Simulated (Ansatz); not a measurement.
`F[SiH](Cl)O[SiH2]Cl`. Charge 0, multiplicity 1.

```
atom   x (Å)   y (Å)   z (Å)
  F1  -0.334   2.709   0.155
 Si2   0.196   1.347   0.760
 Cl3  -1.126   0.732   2.176
  O4   0.276   0.268  -0.435
 Si5  -0.120  -1.221  -0.975
 Cl6   0.760  -2.636   0.210
  H7   1.514   1.577   1.359
  H8  -1.582  -1.416  -0.906
  H9   0.415  -1.359  -2.342
```

Question: List the harmonic frequencies (cm⁻¹, unscaled) at PBE0-D4/def2-TZVP in Ansatz. (An estimate is asked.)

Answer: Ansatz gave: 14, 30, 59, 190, 236, 308, 365, 535, 559, 630, 659, 741, 831, 840, 906, 936, 966, 1145, 2273, 2287, 2329.
